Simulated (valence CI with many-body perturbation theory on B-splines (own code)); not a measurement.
## Ag42+: what the settings do

Computed by configuration interaction combined with many-body perturbation theory (CI+MBPT): three valence electrons over a frozen Dirac-Fock core [He], radial functions for each j: 6 s, 6 p, 5 d, 3 f, 1 g, with the one-electron correlation potential Σ1, the two-electron term Σ2, the three-electron term Σ3, Breit, model QED; selected CI, second order for the rest, scaled by the run's own slope (own B-spline code, finite nucleus).

The last digits are not significant, and no measured levels were compared; by estimate large intervals hold to a few tenths of a per cent, small ones and those within an open d or f shell to about a per cent.

The reference run has the lowest level (2s^2 2p1/2) J=1/2 and an ionisation energy of 6787.03 eV. Its largest variational space holds 3946 state functions.

Levels are named by their leading jj configuration (3d3/2^4 stands for four electrons in 3d with j = 3/2), which in mixed levels can hold well under half, so a name can repeat and another be missing. Letters in brackets count levels of one name in rising energy.

Changed runs:
A. size limit of the variational space 10000 → 1500; second order for the rest on → off
B. screening of Σ1 on → off; cutoff of virtual states (hartree) 4418 → 13440
C. natural orbitals for correlation on → off
D. Davidson tolerance 2e-05 → 0.03 (bad on purpose)

Excitation energies of the reference run in cm⁻¹, and shifts in cm⁻¹:

```tsv
Level	Reference	A	B	C	D
(2s 2p1/2^2) J=1/2	1066120	+0.2	+39	-161	0
(2s^2 2p3/2) J=3/2	1573950	+70	+52	-295	0
(2s 2p1/2 2p3/2) J=3/2 [a]	2324720	+52	+87	-2544	+0.1
(2s 2p1/2 2p3/2) J=5/2	2543420	+52	+88	-397	0
(2s 2p1/2 2p3/2) J=3/2 [b]	2890960	+69	+88	+2823	0
(2s 2p1/2 2p3/2) J=1/2	2913290	+1.9	+87	+2528	0
(2s 2p3/2^2) J=5/2	4048040	+40	+136	-576	+0.1
(2p1/2^2 2p3/2) J=3/2	4061080	+93	+121	+3038	0
(2s 2p3/2^2) J=1/2	4551870	+1.2	+138	+3132	0
(2s 2p3/2^2) J=3/2	4561080	+124	+139	+3131	0
(2p1/2 2p3/2^2) J=3/2	5427190	+108	+171	+696	0
(2p1/2 2p3/2^2) J=5/2	5568090	+116	+171	+3208	0
Ionisation energy (eV)	6787.03	-3e-05	+0.017	-0.53	0
```
